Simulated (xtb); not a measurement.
WOBr4, SMILES [O]=[W]([Br])([Br])([Br])[Br], multiplicity 1. All values are semi-empirical tight-binding results from xtb (GFN2-xTB unless named), good for trends rather than for accurate numbers. Geometry optimised at GFN2-xTB. The multiplicity is an assumed one; other spin states were not compared.

For metal compounds this method's bond lengths and energies can be far off.

point group as xtb finds it: C3v
orbital gap: 3.05 eV
zero-point energy: 3.8 kcal/mol
G − E(el) at 298.15 K (modified RRHO): -20.8 kcal/mol
